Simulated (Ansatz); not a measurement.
`[F][Ga]([SH])[SH]` and `[F][Ga]([SH])[Cl]` differ in one atom or group.

Ansatz, PBE0-D4/def2-TZVP geometries, multiplicity 1. Each molecule was computed in one conformer, which needn't be the lowest.

Scalar relativity is left out up to krypton.

| property | `[F][Ga]([SH])[SH]` |
| --- | --- |
| LUMO energy (PBE/def2-TZVPP) / eV | -2.12 |
| LUMO energy (B3LYP/def2-TZVPP) / eV | -1.52 |
| HOMO energy (ωB97M-V/def2-TZVPP) / eV | -10.13 |
| HOMO–LUMO gap (PBE0/def2-TZVPP) / eV | 6.78 |
| HOMO–LUMO gap (PBE/def2-TZVPP) / eV | 4.61 |
| HOMO energy (PBE0/def2-TZVPP) / eV | -7.97 |

Give the same properties after the change, and the shifts. (An estimate is asked.)

The calculation gave: 
```json
{"property": "LUMO energy (PBE/def2-TZVPP) / eV", "`[F][Ga]([SH])[Cl]`": "-2.52", "shift": "-0.40"}
{"property": "LUMO energy (B3LYP/def2-TZVPP) / eV", "`[F][Ga]([SH])[Cl]`": "-1.92", "shift": "-0.40"}
{"property": "HOMO energy (ωB97M-V/def2-TZVPP) / eV", "`[F][Ga]([SH])[Cl]`": "-10.65", "shift": "-0.52"}
{"property": "HOMO–LUMO gap (PBE0/def2-TZVPP) / eV", "`[F][Ga]([SH])[Cl]`": "6.88", "shift": "0.10"}
{"property": "HOMO–LUMO gap (PBE/def2-TZVPP) / eV", "`[F][Ga]([SH])[Cl]`": "4.68", "shift": "0.07"}
{"property": "HOMO energy (PBE0/def2-TZVPP) / eV", "`[F][Ga]([SH])[Cl]`": "-8.46", "shift": "-0.49"}
```

With PBE0 the HOMO falls by 0.49 eV and the LUMO falls by 0.38 eV, so the gap widens by about 0.11 eV. PBE moves the HOMO by -0.46 eV and ωB97M-V by -0.52 eV. The zero-point energy changes by -21.4 kJ/mol with -3 modes.

B3LYP here is the variant with VWN-RPA as its local correlation; programs differ in this.
